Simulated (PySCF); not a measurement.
Can point charges reproduce the dipole moment of `CCO[C@@H]1C[C@H]1[C@@H](F)OC`?

Coordinates (GFN2-xTB, Å) and charges (e) from the PBE0/pcSseg-1 density (PySCF):

```
atom       x       y       z  Mulliken      IAO  Hirshfeld  ESP-fitted
  C1   1.840   1.410  -0.768   -0.3334  -0.4440    -0.1317     -0.1810
  C2   2.479   0.029  -0.880   +0.0159  -0.0431    +0.0067     +0.2804
  O3   1.603  -0.971  -1.366   -0.4918  -0.3852    -0.1390     -0.4322
  C4   0.583  -1.303  -0.487   +0.1007  +0.0705    +0.0273     +0.2457
  C5  -0.563  -2.105  -1.011   -0.1277  -0.3000    -0.0962     -0.6222
  C6  -0.778  -0.666  -0.631   -0.3288  -0.1864    -0.0683     +0.0370
  C7  -1.567  -0.298   0.601   +0.5118  +0.3547    +0.1291     +0.0383
  F8  -1.397  -1.268   1.583   -0.3433  -0.3471    -0.1112     -0.1926
  O9  -1.128   0.915   1.072   -0.5068  -0.3739    -0.1222     -0.1981
 C10  -1.892   1.446   2.140   -0.0275  -0.2115    -0.0388     -0.2278
 H11   1.446   1.719  -1.733   +0.1114  +0.1402    +0.0375     +0.0528
 H12   2.589   2.129  -0.447   +0.1103  +0.1425    +0.0433     +0.0430
 H13   1.027   1.400  -0.045   +0.1559  +0.1545    +0.0263     +0.0150
 H14   3.300   0.047  -1.602   +0.1149  +0.1474    +0.0435     +0.0145
 H15   2.877  -0.275   0.100   +0.0918  +0.1143    +0.0328     -0.0222
 H16   0.922  -1.506   0.528   +0.1105  +0.1333    +0.0382     +0.0928
 H17  -0.976  -2.870  -0.372   +0.1350  +0.1597    +0.0464     +0.2123
 H18  -0.565  -2.341  -2.062   +0.1363  +0.1630    +0.0530     +0.2344
 H19  -0.910   0.048  -1.432   +0.1409  +0.1622    +0.0514     +0.1039
 H20  -2.659  -0.293   0.409   +0.0888  +0.1141    +0.0341     +0.1329
 H21  -1.460   2.418   2.364   +0.1262  +0.1632    +0.0551     +0.1351
 H22  -1.833   0.801   3.021   +0.1145  +0.1436    +0.0408     +0.1345
 H23  -2.941   1.562   1.846   +0.0945  +0.1280    +0.0418     +0.1034
```

Form Σ q r in debye for every column and set it beside the full dipole.

The full density gives (-1.26, 1.61, 0.76) D, 2.18 D in size; dipole vectors point from the negative to the positive end.

| scheme | μx | μy | μz | size (D) | share of the full size (%) | angle to the full dipole (°) |
| --- | --- | --- | --- | --- | --- | --- |
| Mulliken | -2.73 | 2.02 | 1.53 | 3.72 | 171 | 15 |
| IAO | -1.65 | 2.29 | 0.52 | 2.87 | 131 | 10 |
| Hirshfeld | -0.89 | 0.92 | 0.54 | 1.39 | 64 | 6 |
| ESP-fitted | -1.27 | 1.60 | 0.76 | 2.19 | 100 | 0 |

Which set comes closest?

Length of the difference vector: ESP-fitted 0.01 D, IAO 0.81 D, Hirshfeld 0.81 D, Mulliken 1.71 D. Closest: ESP-fitted. The schemes that divide the density aren't constrained to reproduce the dipole.

What is left for the Hirshfeld atoms' own dipoles?

The shares of the density sum to the whole, so what Σ q r misses lies in dipoles about the nuclei. The atomic dipoles sum to (-1.26, 1.61, 0.76) − (-0.89, 0.92, 0.54) = (-0.37, 0.69, 0.22) D, 0.81 D in size.

With the origin at the mean of the coordinates, (0.000, 0.001, 0.036) Å, which are the largest single terms, by size, of the Mulliken dipole along the direction of the full one?

O3 +5.03, O9 -4.11, C7 +2.17, H21 +2.08, H23 +1.58 D; all 23 atoms together +3.60 D. The single terms depend on the origin, their sum doesn't.

Give the size of the full dipole in other units.

2.18 D = 0.859 au = 0.454 e·Å = 7.28 × 10⁻³⁰ C·m.

Geometry: GFN2-xTB, one conformer, isolated molecule.

Shape of the structure used: `[CH3:1][CH2:2][O:3][C@@H:4]1[CH2:5][C@H:6]1[C@@H:7]([F:8])[O:9][CH3:10]`: C1–C2–O3–C4 -69°, C2–O3–C4–C5 166°, C5–C6–C7–F8 32°, C6–C7–O9–C10 173°.
